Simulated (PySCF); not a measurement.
C5H13BSSi.
Cartesian coordinates in Å at the PBE0-D3(BJ)/def2-SVP level; atoms count from 1:
```
atom  x, y, z in Å
Si1    2.967    0.974   -0.147
S2     2.189   -0.108    1.527
C3     0.454   -0.303    0.941
B4     0.316   -1.072   -0.428
C5    -0.954   -0.830   -1.305
C6    -1.719    0.465   -1.029
C7    -1.769    0.801    0.459
C8    -0.375    0.976    1.055
H9     2.639    2.433   -0.133
H10    4.450    0.820   -0.144
H11    2.380    0.389   -1.397
H12    0.044   -1.054    1.651
H13    1.109   -1.943   -0.706
H14   -0.750   -0.985   -2.378
H15   -1.582   -1.708   -1.031
H16   -2.740    0.413   -1.440
H17   -1.224    1.297   -1.560
H18   -2.353    1.722    0.618
H19   -2.307    0.003    1.002
H20   -0.430    1.302    2.106
H21    0.139    1.791    0.515
```

Computed at PBE0/pcSseg-1 (PySCF, non-relativistic), with Q(33S) = −0.0678 b, Q(11B) = 0.04059 b: S2, 33S (I = 3/2): χzz = 37.45 MHz, η = 0.757; B4, 11B (I = 3/2): χzz = 5.774 MHz, η = 0.077.

Q: Where would the pure quadrupole (NQR) lines of 33S at S2 fall for the rigid, isolated species?

A: From ν = (|χ|/2)√(1 + η²/3): ν = 20.44 MHz (sulfur bonded to C and Si).

Q: Find the zero-field quadrupole resonance frequencies of 11B at B4.

A: From ν = (|χ|/2)√(1 + η²/3): ν = 2.890 MHz (three-coordinate boron).

In a crystal, neighbours and librations shift these lines. With so small a basis the couplings can be 20 % off.

These values come from a run that also computed NMR shieldings. Time: 88 s wall (with the writing of density and orbital grids). Hardware: one thread, Arm Neoverse N1 (shared host).

One conformer stands for the species.
